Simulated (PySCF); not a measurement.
# Correlation energy of Tc (technetium, neutral)

[Kr] 4d5 5s2, high-spin 6S determinant. All numbers are calculated (PySCF 2.14, scalar relativity by spin-free X2C-1e, in x2c-TZVPPall (8s6p6d2f1g, 79 functions)). Frozen: [Ar] 3d10; 15 electrons correlated.

| level | correlation energy (mhartree) |
| --- | --- |
| CCSD | -420.84 |
| (T) | -14.38 |
| CCSD(T) | -435.22 |

Diagnostics: T1 = 0.020, D1 = 0.1020, largest double amplitude 0.077.

Cost of the coupled-cluster step: roughly 12 core-seconds, for 15 correlated electrons.

Iterations:

```
CC2 = 0
CCSD nocc = (np.int64(10), np.int64(5)), nmo = (65, 65)
frozen orbitals [[0, 1, 2, 3, 4, 5, 6, 7, 8, 9, 10, 11, 12, 13], [0, 1, 2, 3, 4, 5, 6, 7, 8, 9, 10, 11, 12, 13]]
max_cycle = 100
direct = 0
conv_tol = 1e-08
conv_tol_normt = 1e-06
diis_space = 8
diis_start_cycle = 0
Init t2, MP2 energy = -0.417909712583096
Init E_corr(UCCSD) = -0.417909712597627
cycle = 1  E_corr(UCCSD) = -0.410743620979814  dE = 0.00716609162  norm(t1,t2) = 0.0874414
cycle = 2  E_corr(UCCSD) = -0.419166336351152  dE = -0.00842271537  norm(t1,t2) = 0.0267775
cycle = 3  E_corr(UCCSD) = -0.420027374557946  dE = -0.000861038207  norm(t1,t2) = 0.0146551
cycle = 4  E_corr(UCCSD) = -0.420906181994879  dE = -0.000878807437  norm(t1,t2) = 0.00338833
cycle = 5  E_corr(UCCSD) = -0.42080745284655  dE = 9.87291483e-05  norm(t1,t2) = 0.00124436
cycle = 6  E_corr(UCCSD) = -0.420838698873148  dE = -3.12460266e-05  norm(t1,t2) = 0.00043488
cycle = 7  E_corr(UCCSD) = -0.420846708429796  dE = -8.00955665e-06  norm(t1,t2) = 0.000134937
cycle = 8  E_corr(UCCSD) = -0.420842471456645  dE = 4.23697315e-06  norm(t1,t2) = 3.9464e-05
cycle = 9  E_corr(UCCSD) = -0.420842457983593  dE = 1.34730523e-08  norm(t1,t2) = 8.21063e-06
cycle = 10  E_corr(UCCSD) = -0.420842805674252  dE = -3.47690659e-07  norm(t1,t2) = 2.63669e-06
cycle = 11  E_corr(UCCSD) = -0.42084274155821  dE = 6.4116042e-08  norm(t1,t2) = 8.43237e-07
cycle = 12  E_corr(UCCSD) = -0.420842735157252  dE = 6.40095849e-09  norm(t1,t2) = 2.76522e-07
UCCSD converged
E(UCCSD) = -4283.467334302894  E_corr = -0.4208427351572517
UCCSD(T) correction = -0.0143788687735968
```

This basis was not built for core-valence correlation, so the inner-shell part is incomplete.
